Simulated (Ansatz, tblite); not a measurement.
Species of one formula, C$_{4}$H$_{14}$BN (singlet), each relaxed with PBE-D4/def2-SVP in Ansatz.

The xTB rows come from tblite. HSE06 is defined as in plane-wave codes, on full-range PBE exchange. Correlated methods freeze 6 core orbitals.

Other spin states weren't relaxed.

A: B(NH2Me)Me3 (C4H14BN)

B: B(NMe2Et)H3 (C4H14BN)

C: B(NH2tBu)H3 (C₄H₁₄BN)

Task: Estimate which lies lowest at each level, and how far above it the others are (kJ/mol).

Result: 
```csv
level,A,B,C
GFN1-xTB,0.0,290.4,176.3
GFN2-xTB,76.3,9.2,0.0
HF/STO-3G,0.0,95.3,61.9
HF/def2-SVP,0.0,117.8,62.3
HF/def2-TZVP,0.0,111.5,58.5
PBE-D4/def2-SVP,0.0,118.2,60.2
PBE-D4/def2-TZVP,0.0,118.7,64.0
BLYP-D4/def2-TZVP,0.0,113.7,64.1
r2SCAN-D4/def2-TZVP,0.0,119.4,64.7
PBE0-D4/def2-SVP,0.0,120.8,61.3
PBE0-D4/def2-TZVP,0.0,118.9,63.1
HSE06-D4/def2-TZVP,0.0,119.5,63.5
ωB97X-V/def2-TZVP,0.0,107.0,56.5
MP2/def2-SVP,0.0,113.5,54.6
MP2/def2-TZVP,0.0,110.2,61.2
CCSD/def2-SVP,0.0,109.4,53.9
CCSD(T)/def2-SVP,0.0,107.0,51.8
```
Point groups (tolerance 0.1 Å): A Cs, B not assigned, C not assigned.
